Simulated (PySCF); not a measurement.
Geometry:
| atom | x (Å) | y (Å) | z (Å) |
| --- | --- | --- | --- |
| C1 | -2.390 | 0.870 | 0.972 |
| Si2 | -1.146 | -0.514 | 1.316 |
| C3 | 0.185 | -0.504 | -0.080 |
| C4 | -0.405 | -0.644 | -1.478 |
| C5 | 1.265 | -1.555 | 0.135 |
| O6 | 0.745 | 0.801 | 0.064 |
| Si7 | 1.988 | 1.574 | -0.595 |
| Cl8 | 1.804 | 3.405 | 0.202 |
| H9 | -2.999 | 0.657 | 0.097 |
| H10 | -1.880 | 1.814 | 0.802 |
| H11 | -3.063 | 1.004 | 1.813 |
| H12 | -0.438 | -0.288 | 2.578 |
| H13 | -1.798 | -1.832 | 1.324 |
| H14 | -1.087 | 0.177 | -1.680 |
| H15 | -0.947 | -1.582 | -1.561 |
| H16 | 0.386 | -0.626 | -2.227 |
| H17 | 2.023 | -1.487 | -0.645 |
| H18 | 0.824 | -2.548 | 0.114 |
| H19 | 1.748 | -1.407 | 1.098 |
| H20 | 1.898 | 1.687 | -2.050 |
| H21 | 3.277 | 1.014 | -0.198 |

Equivalent nuclei averaged, a single conformation, non-relativistic, gas phase. Structure optimised with GFN2-xTB; PBE0/pcSseg-1 with gauge-including orbitals; PySCF 2.14.

δ = σ(ref) − σ, references computed at the same level: $^{13}$C and $^{1}$H and $^{29}$Si vs TMS; $^{17}$O against H2O; $^{35}$Cl against HCl.

```tsv
atoms	nucleus	count	δ (ppm)
H20/H21	$^{1}$H	2	5.52
H9/H10/H11	$^{1}$H	3	?
C3	$^{13}$C	1	?
H12/H13	$^{1}$H	2	4.10
H14/H15/H16/H17/H18/H19	$^{1}$H	6	1.51
O6	$^{17}$O	1	83.8
C1	$^{13}$C	1	-10.0
Cl8	$^{35}$Cl	1	?
C4/C5	$^{13}$C	2	30.3
Si2	$^{29}$Si	1	-29.7
Si7	$^{29}$Si	1	-27.6
```

Complete the table.

## Answers


- C3: 72.0 ppm, fully substituted sp3 carbon bonded to O and Si; the inductive effect lowers its shielding
- H9/H10/H11: 0.35 ppm, hydrogen on a methyl carbon bonded to Si; an electropositive neighbour shields it, as in TMS itself
- Cl8: 8 ppm, chlorine bonded to Si

Shifts are as computed. Against solution values, carbons near 30 ppm lie about +3 ppm off and those near 130 ppm about +5 ppm. Of 1211 compounds with measured shifts, 218 miss one by over three times the rms of a fit or turn the order of signals round; such compounds aren't used in these exercises. Experimental scales use liquid or dissolved standards, which lie at an offset from isolated H2O (liquid H2O: subtract about 36 ppm).
